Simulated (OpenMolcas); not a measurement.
W4+ among 6 point charges of -1 e arranged as an octahedron (Oh).

```json
{
 "Program": "OpenMolcas 26.06",
 "Method": "CASSCF",
 "Basis": "ANO-RCC-VTZP [8s7p5d3f2g1h]",
 "Scalar Hamiltonian": "DKH2, point nucleus",
 "Active space": "2 electrons in 5 orbitals (5d)",
 "State averaging": "2S+1 = 3 even, 10 roots; 2S+1 = 1 even, 15 roots",
 "Spin-orbit coupling": "state interaction with AMFI integrals over the reference wave functions"
}
```

All point charges move together. At R = 1.68 Å |10Dq| is 17071 cm-1, and at R = 1.81 Å it is 12322 cm-1.

Problem. A third run gives 8134 cm-1. What distance was it run at?

Solution. With a power law R^-n the two known points give n = -ln(12322 / 17071) / ln(1.81 / 1.68) = 4.37. Then R = 1.68 × (17071 / 8134)^(1/4.37) = 1.991 Å. The run was at 1.98 Å, so the estimate is off by +0.011 Å.

An orbital triplet at a regular site is open to Jahn-Teller coupling, which can distort the site and quench the lowest spin-orbit gaps and is left out. Without dynamic correlation the repulsion within the d shell is too large (B by tens of per cent), so at a given field states of lower spin stand too high. This field is weak: 10Dq is about 17071 cm-1, while octahedral complexes of 5d ions of charge 3 and more, computed by the same method with explicit ligands, had a median near 35000 cm-1. Ground spin and moment need not be those of a real site (figures for R = 1.68; the like holds for R = 1.81, R = 1.98). This is an electrostatic model: the charges have no orbitals. No measured value stands beside these numbers.
